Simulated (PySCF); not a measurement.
# C₆ coefficients of unlike pairs at UHF

Calculated with PySCF 2.14 from the dipole response of each species, C₆(A,B) = (3/π) ∫ α_A(iu) α_B(iu) du, in atomic units, from isotropic polarisabilities. For ions this is the dispersion term alone; charge-induced terms of lower order in 1/R come first.

```tsv
species	configuration	basis	relativity	α (bohr³)	C₆ (like pair)
Li⁺	1s2 (1S)	aug-cc-pCVTZ (7s6p4d2f)	none	0.1671	0.06383
Ir³⁺	[Xe] 4f14 5d6 (5D)	x2c-TZVPPall with one added diffuse shell each of s, p, d, f type (12s8p8d4f1g)	spin-free X2C	6.313	35.15
Si²⁺	[Ne] 3s2 (1S)	def2-TZVPPD (6s5p4d1f)	none	12.55	44.85
S⁺	[Ne] 3s2 3p3 (4S)	def2-QZVPPD (10s7p5d2f1g)	none	10.91	53.58
```

Problem. Estimate C₆ for S⁺ with Ir³⁺.

Solution. The integral gives 40.76. The combination rule 2 C_A C_B / (C_A α_B/α_A + C_B α_A/α_B) gives 41.06 and the geometric mean 43.40.

No spin-orbit coupling is included.

The other pairs:

| pair | C₆ |
| --- | --- |
| S⁺, Li⁺ | 1.404 |
| S⁺, Si²⁺ | 47.81 |
| Si²⁺, Li⁺ | 1.109 |
| Ir³⁺, Li⁺ | 1.389 |
| Si²⁺, Ir³⁺ | 34.10 |
